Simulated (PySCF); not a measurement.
# Correlation energy of Sn (tin, neutral)

[Kr] 4d10 5s2 5p2, high-spin 3P determinant. All numbers are calculated (PySCF 2.14, scalar relativity through the core potential, in aug-cc-pVTZ-PP with one added diffuse shell each of d, f type with ECP28MDF (6s5p5d3f, 67 functions)). Frozen: 4s2 4p6 4d10; 4 electrons correlated.

```
  level  correlation energy (mhartree)
   CCSD                         -56.58
    (T)                          -1.66
CCSD(T)                         -58.24
```

Diagnostics: T1 = 0.0096, D1 = 0.0250, largest double amplitude 0.072.

Q: Is a single reference adequate?

A: Mostly. T1 lies below 0.03, but a double amplitude of this size points to a near-degeneracy that CCSD handles and MP2 describes poorly.
